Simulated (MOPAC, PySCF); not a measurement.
C₂H₃ClSi, SMILES `C#C[SiH2]Cl`, neutral singlet in the gas phase. 

Cartesian coordinates (Å):
SMILES: C#C[SiH2]Cl
```xyz
7

C      1.9302    -0.4825     0.0483
C      0.7709    -0.1529     0.0426
Si    -0.9717     0.3584     0.0436
Cl    -2.1041    -1.0355    -0.9696
H      2.9531    -0.7759     0.0517
H     -1.1111     1.6530    -0.6449
H     -1.4673     0.4355     1.4283
```
Charge 0, spin multiplicity 1.

All levels are single points at this geometry (B3LYP-D3(BJ)/def2-TZVP); Pople sets use spherical d functions. Orbital energies aren't observables, and empty levels follow the basis.

B3LYP/6-31G* in PySCF gives HOMO (eV) = -8.08.

Problem. Estimate the HOMO (eV) from each of these levels: B3LYP-D3(BJ)/def2-TZVP in PySCF; PBE-D3(BJ)/def2-TZVP in PySCF; B3LYP/3-21G in PySCF; B3LYP/6-311+G** in PySCF; B3LYP/LANL2DZ in PySCF; PBE/6-31G* in PySCF; HF/3-21G in PySCF; AM1 in MOPAC.

Solution. 
| level | HOMO (eV) |
|---|---|
| B3LYP-D3(BJ)/def2-TZVP in PySCF | -8.33 |
| PBE-D3(BJ)/def2-TZVP in PySCF | -7.33 |
| B3LYP/3-21G in PySCF | -8.30 |
| B3LYP/6-311+G** in PySCF | -8.38 |
| B3LYP/LANL2DZ in PySCF | -8.36 |
| PBE/6-31G* in PySCF | -7.10 |
| HF/3-21G in PySCF | -11.47 |
| AM1 in MOPAC | -11.12 |
